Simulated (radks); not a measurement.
All-electron atom: the niobium ion Nb2+ in [Kr] 4d2 5p1 (not the ground configuration). Calculated with a radial shooting solver on a logarithmic mesh with Libxc functionals: Dirac Kohn-Sham, PBE, spin-unpolarised, spherical densities, finite nucleus; open shells are shared between the two j in proportion to 2j + 1; Fermi nuclear charge, rms radius 4.324 fm.

Normalised radial functions P(r) = r R(r) (large component), r in bohr:

r           4s1/2    4p1/2    4p3/2
0.001418   0.0443   0.0015   0.0006
0.001891   0.0571   0.0023   0.0011
0.002522   0.0732   0.0035   0.0019
0.003391   0.0934   0.0056   0.0034
0.004522   0.1170   0.0088   0.0059
0.006032   0.1438   0.0139   0.0101
0.008045   0.1724   0.0222   0.0171
0.01073    0.1995   0.0352   0.0285
0.01443    0.2195   0.0561   0.0475
0.01924    0.2215   0.0867   0.0759
0.02566    0.1937   0.1303   0.1174
0.03423    0.1227   0.1876   0.1732
0.04565    0.0017   0.2539   0.2398
0.06138   -0.1622   0.3148   0.3043
0.08186   -0.3133   0.3351   0.3325
0.1092    -0.3726   0.2727   0.2822
0.1456    -0.2519   0.0932   0.1160
0.1942     0.0640  -0.1844  -0.1546
0.2611     0.4419  -0.4538  -0.4314
0.3483     0.5777  -0.5131  -0.5144
0.4645     0.2746  -0.2407  -0.2721
0.6196    -0.3630   0.2921   0.2435
0.8264    -0.9333   0.8084   0.7683
1.102     -1.0711   1.0144   1.0025
1.482     -0.7608   0.8236   0.8387
1.976     -0.3520   0.4580   0.4803
2.636     -0.1014   0.1701   0.1846
3.516     -0.0165   0.0391   0.0442
4.689     -0.0013   0.0048   0.0057
6.305     0.0000   0.0002   0.0003
8.409     0.0000   0.0000   0.0000
11.22     0.0000   0.0000   0.0000

4s1/2: eigenvalue -80.716 eV, 3 radial nodes at r = 0.0458, 0.185, 0.531 bohr, <r> = 1.15 bohr, 90 % of the charge inside 1.67 bohr. 4p1/2: eigenvalue -57.954 eV, 2 radial nodes at r = 0.162, 0.534 bohr, <r> = 1.26 bohr, 90 % of the charge inside 1.86 bohr. 4p3/2: eigenvalue -55.771 eV, 2 radial nodes at r = 0.166, 0.547 bohr, <r> = 1.29 bohr, 90 % of the charge inside 1.90 bohr.
